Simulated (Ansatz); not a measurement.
C$_{3}$H$_{5}$BS, SMILES `BC1=C(S)C1`, relaxed with RKS PBE-D4/def2-SVP in the Gaussian-basis code of Ansatz from a rough embedded geometry. The force threshold is 0.03 eV/Å; the program also tests the step.

Charge 0, multiplicity 1.

Start:

```xyz
10

B     0.181    1.885    0.330
C     0.207    0.398    0.170
C    -0.052   -0.785   -0.619
S    -0.610   -1.642   -2.014
C     0.529   -0.871    0.680
H    -0.254    2.625   -0.555
H     0.576    2.449    1.325
H    -1.926   -1.720   -1.517
H     1.559   -1.109    0.720
H    -0.211   -1.229    1.481
```

(1) How much energy does the relaxation release, and in how many steps? (An estimate is asked.)

(2) Which bonds change most? (Best estimate.)

(3) Give the relaxed structure. (An estimate is asked.)

Answers

(1) The calculation gave: 146.89 kJ/mol, in 14 steps, 1 of them rejected.

(2) The calculation gave: C2–C5 from 1.404 to 1.537 Å; C2–C3 from 1.445 to 1.344 Å; C3–C5 from 1.425 to 1.486 Å; C5–H9 from 1.058 to 1.109 Å.

(3) Computed: 
```xyz
10

B     0.005    1.819    0.231
C     0.123    0.312    0.216
C    -0.186   -0.855   -0.374
S    -0.947   -1.780   -1.584
C     0.665   -0.985    0.838
H    -0.643    2.373   -0.640
H     0.544    2.487    1.093
H    -1.508   -0.733   -2.264
H     1.734   -1.253    0.714
H     0.213   -1.384    1.769
```
